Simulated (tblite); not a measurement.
CH11NSSi4.
Geometry (GFN2-xTB, Å), atoms numbered from 1 in this order:
```xyz
18
CH11NSSi4 angstrom
N     -2.877   -0.837    0.005
Si    -1.741   -0.654   -1.286
Si     0.031    0.295   -0.109
Si    -0.444    2.177    1.212
Si     1.747   -1.117    0.689
C      2.797   -0.273   -0.672
S      1.633    0.846   -1.541
H     -2.622   -1.382    0.813
H     -3.832   -1.045   -0.236
H     -2.439    0.222   -2.230
H     -1.447   -1.902   -2.021
H      0.611    2.498    2.182
H     -1.653    1.874    1.983
H     -0.697    3.402    0.450
H      1.717   -2.569    0.458
H      2.383   -0.918    1.997
H      3.210   -0.951   -1.415
H      3.613    0.338   -0.290
```

Level: GFN2-xTB in tblite, geometry and Hessian alike; calculated harmonic values, unscaled, isolated species. Errors from tens to a few hundred cm⁻¹ against measured bands are possible. Modes of hydrogen on silicon can be 10 to 20 % off. One conformer, not necessarily the lowest.

Harmonic wavenumbers (cm⁻¹): 32.4, 48.2, 49.5, 66.0, 72.9, 94.6, 112.6, 167.3, 219.8, 270.9, 313.4, 339.0, 380.1, 385.7, 408.7, 437.4, 475.6, 506.2, 509.5, 544.4, 591.0, 595.5, 674.7, 690.9, 715.4, 748.9, 755.0, 793.3, 798.4, 812.7, 817.4, 832.5, 880.4, 1041.3, 1158.4, 1460.3, 1547.9, 2105.4, 2179.5, 2195.5, 2206.3, 2223.7, 2234.3, 2241.1, 2981.1, 2996.7, 3480.5, 3507.9.

A = 1138, B = 728.6, C = 621.9 MHz; mass 180.969 u (most abundant isotopes); point group C1, symmetry number 1.

Problem. Zero-point energy?

Solution. ½Σν̃ = 24350 cm⁻¹ = 69.62 kcal/mol.

Problem. Entropy at 298.15 K, 1 bar (ideal gas, RRHO, classical rotation)?

Solution. Translation 41.51, rotation 30.81, vibration 49.16: S = 121.5 cal/(mol K).

Problem. And Cp and H(298.15 K) − H(0)?

Solution. Cp = 51.69 cal/(mol K), of which vibrations give 43.74 (their classical limit is 48 R = 95.4); H(298.15 K) − H(0) = 9.54 kcal/mol without the zero-point energy, 7.17 from vibrations.

Problem. Which modes carry the vibrational entropy at 298.15 K?

Solution. 32.4 cm⁻¹: 5.68; 48.2 cm⁻¹: 4.89; 49.5 cm⁻¹: 4.84; 66.0 cm⁻¹: 4.27; 72.9 cm⁻¹: 4.07; 94.6 cm⁻¹: 3.56 cal/(mol K); the other 42 give 21.85 together.

Problem. How do the functions run with temperature in this model?

Solution. 
```
 T (K)  S (cal/(mol K))  Cp (cal/(mol K))  H − H(0) (kcal/mol)  G − H(0) (kcal/mol)  ln q(vib)
    50             66.1              18.7                 0.65                -2.66       1.47
   100             81.2              25.5                 1.76                -6.36       3.98
373.15            133.8              58.5                13.68               -36.26      15.60
   500            152.2              66.8                21.66               -54.43      20.32
   750            181.5              77.5                39.80               -96.29      28.52
  1000            204.8              84.5                60.12              -144.67      35.57
```

q(vib) and H(0) count from the zero-point level.

Hindered rotation and anharmonicity are outside this model. Other conformers, if any are populated, would add a mixing term that is left out. The structure is chiral; the term R ln 2 for an equal mix with its mirror image is left out.
